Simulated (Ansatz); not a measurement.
MoF₃, SMILES [F][Mo]([F])[F] (connectivity only; charge and spin as stated), neutral, multiplicity 4.

The structure is a stationary point at B3LYP-D3(BJ)/def2-TZVP. The spin state was assumed, not searched. The def2 effective core potentials stand for the cores of Mo; spin–orbit coupling is left out.

Two levels are set side by side: PBE/def2-SVPD (Ansatz, a quantum-chemistry and plane-wave program) and CAM-B3LYP/def2-SVPD (Ansatz). Energy differences of separate SCF runs at the same geometry; the states with an electron removed or added have multiplicity 3 and 3. Differences are taken from unrounded values.

```csv
quantity,PBE
vertical ionisation energy (eV),9.55
vertical electron affinity (eV),0.98
```

Question: These are the PBE values. What does CAM-B3LYP give? (The exact figures need the calculation; the answer reports its results.)

Answer: 
| quantity | CAM-B3LYP | PBE minus CAM-B3LYP |
|---|---|---|
| vertical ionisation energy (eV) | 10.26 | -0.71 |
| vertical electron affinity (eV) | 1.10 | -0.12 |
